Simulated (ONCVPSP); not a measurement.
## Before and after: ONCV potential for Pb

lead, optimised norm-conserving Vanderbilt (ONCV), made with ONCVPSP 4.0.1 (Wu-Cohen, scalar-relativistic). Core [Kr] 4d10 4f14, reference 5s2 5p6 5d10 6s2 6p2. Waves: 5s+6s: rc 1.60 bohr, ncon 4, nbas 8, qcut 8 1/bohr, 2 projectors; 5p+6p: rc 1.65 bohr, ncon 5, nbas 9, qcut 8.1 1/bohr, 3 projectors, debl 3.7 Ha; 5d: rc 1.25 bohr, ncon 4, nbas 9, qcut 7.8 1/bohr, local. Local part: the d channel. Core correction: none.

Change: all radii scaled by about 0.91 (s 1.46, p 1.50, d 1.14 bohr).

Cutoffs: the cutoffs (Ha) at which the residual kinetic energy of the hardest occupied pseudo-wave falls to 1 and 0.1 mHa per electron; they do not see the model core or the augmentation charge, which bear on the density cutoff. Errors are all-electron minus pseudo energies relative to the spin-unpolarised reference configuration.

What does the change do?

The potential gets harder (24 Ha and 29 Ha → 26 Ha and 89 Ha); the errors of the 3 common tests hardly move; neither file shows a bound ghost. A smaller radius makes the pseudo-wave follow the all-electron one further in, where it bends more sharply, so more plane waves are needed.

```csv
quantity,base,changed
"cutoff, loose",24 Ha,26 Ha
"cutoff, tight",29 Ha,89 Ha
loose cutoff by channel,"s 23 Ha, p 17 Ha, d 24 Ha","s 26 Ha, p 26 Ha, d 24 Ha"
bound ghosts,none,none
GHOST(+) flags under 300 eV,none,none
tests with a reliable result,3 of 4,3 of 4
"error for 5s2 5p6 5d10 6s2 6p1, meV [ΔE 6.59 eV]",-2.9,-2.8
"error for 5s2 5p6 5d10 6s2 6p0, meV [ΔE 20.04 eV]",-9.4,-9.2
"error for 5s2 5p6 5d10 6s1 6p0, meV [ΔE 52.55 eV]",-27,-25
```
